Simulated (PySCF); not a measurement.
# Checking a proposed structure

A compound C8H9ClSi gives the data below (simulated from a calculation) and was assigned the structure `C#C/C=C1/C(=C)C[C@H]1[SiH2]Cl`.

¹³C{¹H} NMR (computed): δ 80.6 (C), 78.6 (C), 78.1 (CH), 73.2 (C), 58.6 (CH), 40.4 (CH), 27.7 (CH2), 4.9 (CH2).

¹H NMR (500 MHz, computed): δ 4.80 (m, 1H), 4.66 (m, 1H), 4.47 (d, 1H), 2.59 (m, 1H), 2.56 (m, 1H), 1.87 (m, 1H), 1.61 (s, 1H), 1.42 (m, 1H), 1.27 (m, 1H).

PySCF calculation with shieldings: GIAO PBE0/pcSseg-1 and coordinates at the GFN2-xTB level; gas phase, a single conformation, no relativistic terms.

δ = σ(ref) − σ, references computed at the same level: ¹H (σ = 31.72 ppm) and ¹³C (σ = 186.93 ppm) vs TMS.

**Question.** Compare with the shifts computed for the proposed structure, pairing carbons in order of shift.

**Answer.** Mapped SMILES: `[CH:1]#[C:2]/[CH:3]=[C:4]1/[C:5](=[CH2:6])[CH2:7][C@H:8]1[SiH2:9][Cl:10]`. Hydrogens are named by the atom that carries them.

| atom | computed for proposal | given list | difference |
| --- | --- | --- | --- |
| C4 | 162.3 | 80.6 | +81.7 |
| C5 | 153.0 | 78.6 | +74.4 |
| C6 | 114.3 | 78.1 | +36.2 |
| C3 | 105.1 | 73.2 | +31.9 |
| C1 | 97.4 | 58.6 | +38.8 |
| C2 | 86.0 | 40.4 | +45.6 |
| C8 | 32.8 | 27.7 | +5.1 |
| C7 | 31.3 | 4.9 | +26.4 |

The rms difference is 48.5 ppm and the largest +81.7 ppm at C4 (fully substituted alkene carbon). The carbon types in order of shift don't match either: C, C, CH2, CH, CH, C, CH, CH2 for the proposal against C, C, CH, C, CH, CH, CH2, CH2 in the data. The proposal doesn't fit.

**Question.** Which isomer fits?

**Answer.** SMILES C#CC#C[C@@H](Cl)[C@H]1CC[SiH2]1.

Carbon types of the structure: 3 × C, 3 × CH, 2 × CH2, leaving 2 H on heteroatoms. δC 80.6, 78.6, 73.2: alkyne carbon; the triple bond shields along its axis, which puts it between sp3 and sp2 carbons. δC 78.1: terminal alkyne carbon; sp carbons lie upfield of alkene carbons because the cylindrical π system leaves one tensor component strongly shielded. δC 58.6: propargylic sp3 CH bonded to Cl; deshielded by the electronegative neighbour. δC 27.7: sp3 CH2 in a ring; aliphatic region, no heteroatom directly attached.

Other isomers checked: C#C/C=C1\C(=C)C[C@H]1[SiH2]Cl (rms 48.7 ppm).

The shifts were computed for this structure.

Carbons that carry Cl, above all several Cl atoms, come out too deshielded, partly because spin–orbit coupling is missing. Shifts are as computed. Against solution values, carbons near 30 ppm lie about +3 ppm off and those near 130 ppm about +5 ppm; carbons on Cl a further +6 ppm. Of 1309 compounds with measured shifts, 239 miss one by over three times the rms of a fit or turn the order of signals round; such compounds aren't used in these exercises. No couplings were computed; multiplicities are counted from neighbouring protons, with m where these are inequivalent, close in shift, in a saturated or five-membered ring or joined by F or P, and br s for small geminal =CH2 splittings.
